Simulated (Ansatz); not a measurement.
System: sum formula AlH₂Br (charge 0, singlet). 
Structure (B3LYP-D3(BJ)/def2-TZVP (Ansatz, a first-principles code) minimum search):
```xyz
4

Al    -1.5565     0.0585    -0.0267
Br     0.7086    -0.0266     0.0121
H     -2.2306     1.4757    -0.0359
H     -2.3349    -1.3043    -0.0424
```

Wanted: atomisation energy (electronic, to ground-state atoms), in kJ/mol. Correlated levels leave the core frozen unless marked. UHF or UKS for open shells. No spin-orbit coupling. Frozen are the shells of the preceding noble gas and the d and f shells that filled before the atom's block. Non-relativistic. The coupled-cluster limit lacks core correlation, which all-electron functionals hold. CBS(X,Y): correlation extrapolated as X^-3; Hartree-Fock from the larger set.

```csv
level,program,atomisation energy (kJ/mol)
B3LYP-D4/def2-TZVPD,Ansatz + dftd4,966.1
PBE0/STO-3G,Ansatz,1447.2
wB97X/def2-TZVPD,Ansatz,974.3
MP2/STO-3G,Ansatz,1289.6
SCS-MP2/6-31G*,Ansatz,863.7
CCSD/def2-SVPD,Ansatz,924.4
"CCSD(T)/CBS(def2-TZVPPD,def2-QZVPPD)",Ansatz,983.7
```
